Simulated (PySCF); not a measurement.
**A search over the determinants of TlS**

Unrestricted PBE0; basis Tl def2-SVPD with ECP60, S def2-SVPD; scalar-relativistic core potentials; PySCF 2.14. Outer shells of the fragments: Tl 5d10 6s2 6p1; S 3s2 3p4.

Followed along the bond (rough minima from three points):

| 2Ms+1 | unpaired | ⟨S²⟩ at the start | R at minimum (Å) | Te (eV) |
| --- | --- | --- | --- | --- |
| 2 | π ↑ | 0.75 | 2.64 | 0.00 |
| 2 | σ ↑ | 0.76 | 2.44 | 0.25 |
| 4 | σ ↑, π ↑↑ | 3.76 | none in the scan | ≤ 2.99 |

Solutions found at the starting distance of 2.415 Å, counted from the lowest of them; the search is not exhaustive and high or unbound solutions are not listed, so other states can lie among these:

```
2Ms+1   unpaired   term  E (eV)  ⟨S²⟩  ⟨Lz²⟩  μ (D)
    2        π ↑     ²Π    0.00  0.75   1.01  -2.65
    2        σ ↑    ²Σ⁺    0.03  0.76   0.00  -4.70
    4  σ ↑, π ↑↑  mixed    3.09  3.76   2.01  -0.10
    4  σ ↑, π ↑↑  mixed    3.26  3.76   2.01  -0.05
    2  σ ↑, π ↑↓  mixed    3.52  1.76   2.01   0.20
    2  σ ↓, π ↑↑  mixed    3.58  1.77   2.01   0.01
```

A term symbol is given only where ⟨S²⟩ and ⟨Lz²⟩ are close to those of a pure state; real π, δ and φ orbitals otherwise mix terms. A positive dipole means Tl(−)S(+).

Task: Compare the gap between the two lowest followed solutions at the starting distance with the gap between their minima.

Result: At PBE0 the second solution (doublet, unpaired electrons σ ↑) lies +0.03 eV from the first (doublet, unpaired electrons π ↑) at 2.415 Å and +0.25 eV at the minima; the two curves relax by different amounts, since their minima lie near 2.44 and 2.64 Å.

These are scalar-relativistic numbers at best; spin–orbit coupling would shift them, the dissociation energy most. Counting both spins, an empty level lies below a filled one in some of these solutions, because spin and occupation are held.
